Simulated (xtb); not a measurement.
HCl3Si, charge -1, doublet, from a rough starting geometry (a state made from the parent by changing its charge; the spin is typed, not shown lowest); GFN2-xTB (xtb).

xtb was given this input:
```
$ xtb mol.xyz --gfn 2 --chrg -1 --uhf 1 --opt vtight --json

# file mol.xyz
5

Si     0.03028013     0.00091052     0.04501235
Cl    -1.22245366    -1.40274614    -0.49240279
Cl    -0.69098155     1.83890161    -0.39581675
Cl     1.83652448    -0.36149917    -0.66124404
H      0.05671863    -0.01519748     1.57926762
```

What the program printed (banner, timings and long lists left out):

```
   ID    Z sym.   atoms
    1   14 Si     1
    2   17 Cl     2-4
    3    1 H      5

           -------------------------------------------------
          |                Calculation Setup                |
           -------------------------------------------------

           -------------------------------------------------
          |                 G F N 2 - x T B                 |
           -------------------------------------------------

          ...................................................
          :                      SETUP                      :
          :.................................................:
          :  # basis functions                  41          :
          :  # atomic orbitals                  37          :
          :  # shells                           13          :
          :  # electrons                        27          :
          :  max. iterations                   250          :
          :  Hamiltonian                  GFN2-xTB          :
          :  restarted?                      false          :
          :  GBSA solvation                  false          :
          :  PC potential                    false          :
          :  electronic temp.          300.0000000     K    :
          :  accuracy                    1.0000000          :
          :  -> integral cutoff          0.2500000E+02      :
          :  -> integral neglect         0.1000000E-07      :
          :  -> SCF convergence          0.1000000E-05 Eh   :
          :  -> wf. convergence          0.1000000E-03 e    :
          :  Broyden damping             0.4000000          :
          :  net charge                         -1          :
          :  unpaired electrons                  1          :
          ...................................................

 iter      E             dE          RMSdq      gap      omega  full diag
   1    -16.0290424 -0.160290E+02  0.139E+01    0.26       0.0  T
   2    -16.1277831 -0.987407E-01  0.106E+01    0.24       1.0  T
   3    -16.1196813  0.810186E-02  0.756E+00    0.57       1.0  T
   4    -16.1458612 -0.261799E-01  0.221E+00    0.88       1.0  T
   5    -16.1500081 -0.414688E-02  0.189E+00    0.81       1.0  T
   6    -16.1518527 -0.184461E-02  0.609E-01    0.88       1.0  T
   7    -16.1521054 -0.252666E-03  0.188E-01    0.91       1.0  T
   8    -16.1521046  0.713267E-06  0.145E-01    0.93       1.0  T
   9    -16.1521156 -0.109541E-04  0.281E-02    0.93       1.6  T
  10    -16.1521168 -0.120432E-05  0.208E-02    0.93       2.1  T
  11    -16.1521174 -0.624483E-06  0.185E-02    0.93       2.4  T
  12    -16.1521180 -0.528737E-06  0.954E-03    0.93       4.7  T
  13    -16.1521182 -0.264365E-06  0.758E-03    0.93       5.9  T
  14    -16.1521183 -0.117522E-06  0.128E-03    0.93      35.0  T
  15    -16.1521183  0.169418E-09  0.122E-03    0.93      36.7  T
  16    -16.1521183 -0.295918E-08  0.662E-04    0.93      67.5  T
  17    -16.1521183 -0.445901E-09  0.159E-04    0.93     282.0  T

   *** convergence criteria satisfied after 17 iterations ***

         :::::::::::::::::::::::::::::::::::::::::::::::::::::
         ::                     SUMMARY                     ::
         :::::::::::::::::::::::::::::::::::::::::::::::::::::
         :: total energy             -16.119498667756 Eh    ::
         :: gradient norm              0.116883099557 Eh/a0 ::
         :: HOMO-LUMO gap              0.927700139048 eV    ::
         ::.................................................::
         :: SCC energy               -16.152116989504 Eh    ::
         :: -> isotropic ES            0.122468108090 Eh    ::
         :: -> anisotropic ES         -0.017234231623 Eh    ::
         :: -> anisotropic XC         -0.034585544477 Eh    ::
         :: -> dispersion             -0.005556273356 Eh    ::
         :: repulsion energy           0.032618321748 Eh    ::
         :: add. restraining           0.000000000000 Eh    ::
         :: total charge              -1.000000000879 e     ::
         :::::::::::::::::::::::::::::::::::::::::::::::::::::

      -----------------------------------------------------------
     |                   =====================                   |
     |                        A N C O P T                        |
     |                   =====================                   |
     |               Approximate Normal Coordinate               |
     |                Rational Function Optimizer                |
      -----------------------------------------------------------
      -----------------------------------------------------------
     |                   =====================                   |
     |                        A N C O P T                        |
     |                   =====================                   |
     |               Approximate Normal Coordinate               |
     |                Rational Function Optimizer                |
      -----------------------------------------------------------

          ...................................................
          :                      SETUP                      :
          :.................................................:
          :   optimization level         verytight          :
          :   max. optcycles                   200          :
          :   ANC micro-cycles                  20          :
          :   degrees of freedom                 9          :
          :.................................................:
          :   RF solver                   davidson          :
          :   write xtbopt.log                true          :
          :   linear?                        false          :
          :   energy convergence         0.1000000E-06 Eh   :
          :   grad. convergence          0.2000000E-03 Eh/α :
          :   maxmium RF displ.          1.0000000          :
          :   Hlow (freq-cutoff)         0.1000000E-01      :
[...]
 * total energy  :   -16.1980065 Eh     change       -0.2862360E-03 Eh
 * total energy  :   -16.1981311 Eh     change       -0.1245776E-03 Eh
 * total energy  :   -16.1981134 Eh     change        0.1765807E-04 Eh
 * total energy  :   -16.1981442 Eh     change       -0.3078979E-04 Eh
 * total energy  :   -16.1981485 Eh     change       -0.4275522E-05 Eh
 * total energy  :   -16.1981502 Eh     change       -0.1757028E-05 Eh
 * total energy  :   -16.1981514 Eh     change       -0.1154735E-05 Eh
 * total energy  :   -16.1981521 Eh     change       -0.7174763E-06 Eh
 * total energy  :   -16.1981506 Eh     change        0.1544427E-05 Eh
 * total energy  :   -16.1981523 Eh     change       -0.1739860E-05 Eh
 * total energy  :   -16.1981521 Eh     change        0.1695648E-06 Eh
 * total energy  :   -16.1981523 Eh     change       -0.1976433E-06 Eh
 * total energy  :   -16.1981523 Eh     change       -0.7570122E-10 Eh
   *** GEOMETRY OPTIMIZATION CONVERGED AFTER 26 ITERATIONS ***
[...]
          ...................................................

 iter      E             dE          RMSdq      gap      omega  full diag
   1    -16.2137493 -0.162137E+02  0.120E-04    2.90       0.0  T
   2    -16.2137493 -0.905587E-11  0.963E-05    2.90     464.6  T
   3    -16.2137493 -0.695621E-11  0.833E-05    2.90     536.6  T

   *** convergence criteria satisfied after 3 iterations ***

         :::::::::::::::::::::::::::::::::::::::::::::::::::::
         ::                     SUMMARY                     ::
         :::::::::::::::::::::::::::::::::::::::::::::::::::::
         :: total energy             -16.198152321564 Eh    ::
         :: gradient norm              0.000014451881 Eh/a0 ::
         :: HOMO-LUMO gap              2.895575704165 eV    ::
         ::.................................................::
         :: SCC energy               -16.213747937141 Eh    ::
         :: -> isotropic ES            0.128708502929 Eh    ::
         :: -> anisotropic ES         -0.008384088724 Eh    ::
         :: -> anisotropic XC         -0.005759102292 Eh    ::
         :: -> dispersion             -0.005058939406 Eh    ::
         :: repulsion energy           0.015595615577 Eh    ::
         :: add. restraining           0.000000000000 Eh    ::
         :: total charge              -1.000000000000 e     ::
         :::::::::::::::::::::::::::::::::::::::::::::::::::::

           -------------------------------------------------
          |                Property Printout                |
           -------------------------------------------------

    * Orbital Energies and Occupations

         #    Occupation            Energy/Eh            Energy/eV
      -------------------------------------------------------------
         1        2.0000           -0.9093676             -24.7452
         2        2.0000           -0.8855976             -24.0983
         3        2.0000           -0.8823391             -24.0097
         4        2.0000           -0.5090763             -13.8527
         5        2.0000           -0.3081456              -8.3851
         6        2.0000           -0.2981711              -8.1136
         7        2.0000           -0.2916483              -7.9362
         8        2.0000           -0.2762366              -7.5168
         9        2.0000           -0.2726275              -7.4186
        10        2.0000           -0.2628627              -7.1529
        11        2.0000           -0.2594727              -7.0606
        12        2.0000           -0.2588828              -7.0446
        13        2.0000           -0.2537156              -6.9040
        14        1.0000           -0.1490116              -4.0548 (HOMO)
        15                         -0.0426011              -1.1592 (LUMO)
        16                          0.0338175               0.9202
        17                          0.0720336               1.9601
        18                          0.1163098               3.1650
        19                          0.1371146               3.7311
        20                          0.1673992               4.5552
        21                          0.1781292               4.8471
        22                          0.1785610               4.8589
        23                          0.1878047               5.1104
        24                          0.1967574               5.3540
        25                          0.1976841               5.3793
       ...                                ...                  ...
        37                          0.9340657              25.4172
      -------------------------------------------------------------
                  HL-Gap            0.1064104 Eh            2.8956 eV
             Fermi-level           -0.1485850 Eh           -4.0432 eV

     #   Z          covCN         q      C6AA      α(0)
     1  14 Si       3.259     0.498   127.648    23.274
     2  17 Cl       0.814    -0.352   110.423    16.075
     3  17 Cl       0.775    -0.541   117.071    16.551
     4  17 Cl       0.775    -0.541   117.067    16.551
     5   1 H        0.920    -0.064     4.458     3.302

 Mol. C6AA /au·bohr⁶  :       2046.731481
 Mol. C8AA /au·bohr⁸  :      94909.255032
 Mol. α(0) /au        :         75.753665

Wiberg/Mayer (AO) data.
largest (>0.10) Wiberg bond orders for each atom

 ---------------------------------------------------------------------------
     #   Z sym  total        # sym  WBO       # sym  WBO       # sym  WBO
 ---------------------------------------------------------------------------
     1  14 Si   3.126 --     2 Cl   0.937     5 H    0.868     4 Cl   0.661
                             3 Cl   0.661
     2  17 Cl   1.054 --     1 Si   0.937
     3  17 Cl   0.764 --     1 Si   0.661
     4  17 Cl   0.764 --     1 Si   0.661
     5   1 H    0.996 --     1 Si   0.868
 ---------------------------------------------------------------------------

Topologies differ in total number of bonds
Writing topology from bond orders to xtbtopo.mol

molecular dipole:
                 x           y           z       tot (Debye)
 q only:        0.168       0.116       0.547
   full:        0.009      -0.101       0.865       2.214
molecular quadrupole (traceless):
                xx          xy          yy          xz          yz          zz
 q only:       -7.370      10.866      -3.823       0.350      -2.478      11.193
  q+dip:       -9.213      11.992      -5.309       0.552      -2.874      14.521
   full:       -8.238      11.534      -4.566       0.833      -2.229      12.804

optimized geometry written to: xtbopt.xyz

           -------------------------------------------------
          | TOTAL ENERGY              -16.198152321564 Eh   |
          | GRADIENT NORM               0.000014451881 Eh/α |
          | HOMO-LUMO GAP               2.895575704165 eV   |
           -------------------------------------------------

normal termination of xtb
```
